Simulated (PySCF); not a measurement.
## Basis-set dependence of excited states

C5H12Se.
Atom-mapped SMILES: `[CH3:1][Se:2][CH2:3][CH:4]([CH3:5])[CH3:6]` (hydrogens: H7, H8, H9 on C1; H10, H11 on C3; H12 on C4; H13, H14, H15 on C5; H16, H17, H18 on C6)

Structure used (PBE0-D3(BJ)/def2-SVP), in Å, numbered top down from 1:
```
atom  x, y, z in Å
C1     3.0786    0.1990   -0.2181
Se2    1.5922   -0.8368    0.4759
C3     0.1785    0.3315   -0.2056
C4    -1.1963   -0.0315    0.3472
C5    -2.2236    1.0029   -0.1035
C6    -1.6263   -1.4397   -0.0498
H7     3.0217    0.2753   -1.3129
H8     4.0006   -0.3318    0.0542
H9     3.0978    1.2032    0.2283
H10    0.4446    1.3609    0.0802
H11    0.1777    0.2735   -1.3071
H12   -1.1299    0.0106    1.4497
H13   -2.3185    1.0107   -1.2020
H14   -1.9442    2.0186    0.2165
H15   -3.2175    0.7797    0.3141
H16   -0.9135   -2.2025    0.2991
H17   -2.6131   -1.6840    0.3721
H18   -1.6974   -1.5318   -1.1464
```

TDDFT with PBE0 (PySCF), vertical singlets, core orbitals frozen in the response, spherical d and f functions. Isolated species at its PBE0-D3(BJ)/def2-SVP geometry (one conformer only). The PBE0/6-31G* calculation is non-relativistic and has no spin–orbit coupling, an omission that weighs most on selenium.

| basis | functions | diffuse | S1 (eV) | S2 (eV) | S3 (eV) | S4 (eV) | S5 (eV) | LUMO (eV) | α (au) |
| --- | --- | --- | --- | --- | --- | --- | --- | --- | --- |
| 6-31G* | 126 | no | 4.93 | 6.54 | 7.22 | 7.95 | 8.17 | 0.81 | 76.9 |
| def2-SVP | 162 | no | 4.90 | 6.36 | 6.65 | 7.33 | 7.45 | 0.70 | 79.2 |
| def2-SVPD | 237 | yes | 4.65 | 5.42 | 5.59 | 6.12 | 6.38 | 0.17 | 92.9 |
| aug-cc-pVDZ | 259 | yes | 4.58 | 4.93 | 5.37 | 5.53 | 5.71 | -0.10 | 94.7 |
| def2-TZVP | 275 | no | 4.76 | 5.95 | 6.18 | 6.87 | 7.02 | 0.39 | 89.6 |

**Question.** How much do these states and the polarisability depend on the basis?

**Answer.** States are compared by their number. Against the largest diffuse basis here (aug-cc-pVDZ, itself not a converged limit), sets without diffuse functions differ by up to 0.35 eV in S1 and 2.46 eV in S5; the smaller diffuse sets differ by up to 0.07 and 0.68 eV. State by state, the largest deviation of a set without diffuse functions is S1 0.35, S2 1.61, S3 1.85, S4 2.42, S5 2.46 eV. The same number needn't mean the same state in each row. Against aug-cc-pVDZ the polarisability deviates by -19% in 6-31G*, -16% in def2-SVP, -2% in def2-SVPD, -5% in def2-TZVP.
